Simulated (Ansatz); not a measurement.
One step, several reactants

Ligand exchange through a proton shuttle: in every member these bonds form or tighten: H–H, H–O, O–Si; these break or loosen: H–O, H–O, H–Si. Only the spectator groups change.

Gas-phase electronic energies, without zero-point energy, by CCSD(T) at an estimated basis limit (MP2 extrapolated from triple and quadruple zeta, plus CCSD(T) − MP2 in triple zeta); Ansatz 0.2.0, def2-TZVPP and QZVPP, frozen cores, on PBE0-D4/def2-TZVP structures. Extrapolation: Hartree–Fock as exp(−7.88 √X), correlation as X^−2.97. All energies, in kcal/mol, count from the separated reactants, without counterpoise correction; the start and end structures are the complexes reached by relaxing down from the saddle, and deeper ones may exist. Brackets give SMILES, or, where every atom is bracketed, only which atoms are joined. Steps whose reference was doubtful or whose search ended elsewhere are left out.

| reactants | products | start structure | saddle | end structure | saddle by PBE-D4/TZ |
| --- | --- | --- | --- | --- | --- |
| SiH₄ + H₂O + H₂O | SiH₄O ([OH][SiH3]) + H₂O + H₂ | -7.48 | ? | -19.97 | 15.13 |
| SiNH₅ ([NH2][SiH3]) + H₂O + H₂O | SiNH₅O ([NH2][SiH2][OH]) + H₂O + H₂ | -7.90 | 19.95 | -28.35 | 6.60 |
| Si₂H₆ ([SiH3][SiH3]) + H₂O + H₂O | Si₂H₆O ([OH][SiH2][SiH3]) + H₂O + H₂ | -8.66 | 28.49 | -19.38 | 14.52 |
| Si₂H₆O ([SiH3][O][SiH3]) + H₂O + H₂O | Si₂H₆O₂ ([OH][SiH2][O][SiH3]) + H₂O + H₂ | -9.15 | 22.51 | -28.26 | 8.55 |

Task: What is the height of the saddle for SiH₄ + H₂O + H₂O? (To be estimated.)

Result: The calculation gives: 28.90 kcal/mol relative to the separated reactants, the highest of the series; above its start structure the barrier is 28.90 − (-7.48) ≈ 36.38 kcal/mol.

Task: How do the PBE-D4 saddles lie against the coupled-cluster estimate?

Result: All lower, by 13.35 to 13.97 kcal/mol.

The T1 diagnostic stays at or below 0.013.

For scale, one of the runs: CCSD(T)/def2-TZVPP, 317 basis functions, launched by `ansatz run in.yaml --threads 8 --pin off --events-out ev --progress --plain --max-ram 19148MiB`. Hardware: 8 CPU threads of an AMD EPYC 7B13, shared host. Wall time 3.2 min; peak host memory 12 GiB.
